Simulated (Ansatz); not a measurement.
Two isomers of C2H8O3Si2: A = `O[SiH2]/C=C\[SiH](O)O`, B = `C=C[SiH](O)O[SiH2]O`.

Computed with Ansatz on PBE0-D4/def2-TZVP structures; ΔE is electronic, products minus reactants. CCSD(T)/CBS adds triple-zeta CCSD(T) − MP2 to the extrapolated MP2 energy (def2 sets, frozen cores). Functionals use def2-TZVPP. B3LYP here is the variant with VWN-RPA as its local correlation; programs differ in this. One conformer a species, not always the lowest.

Q: Which is lower in electronic energy at CCSD(T)/CBS, and by how much? (An estimate is asked.)

A: The calculation gave: B, by 30.6 kcal/mol.

Q: Give E(B) − E(A) in kcal/mol with CCSD(T)/def2-TZVPP, B3LYP-D4, MP2/def2-TZVPP, HF/def2-TZVPP, PBE-D4, B3LYP, CCSD/def2-TZVPP. (Estimate.)

A: Ansatz gave: CCSD(T)/def2-TZVPP -30.4, B3LYP-D4 -29.8, MP2/def2-TZVPP -30.6, HF/def2-TZVPP -36.6, PBE-D4 -25.8, B3LYP -30.4, CCSD/def2-TZVPP -31.5. None reverses the order clearly.

Largest T1 diagnostic: 0.012.

From PBE to PBE0 (25 % exact exchange), in def2-TZVPP and without D4, E(B) − E(A) moves by −1.9 kcal/mol. In def2-TZVPP, CCSD(T) changes the Hartree–Fock value by +6.2 kcal/mol (the triples alone add +1.0 kcal/mol) and MP2 by +6.0 kcal/mol.
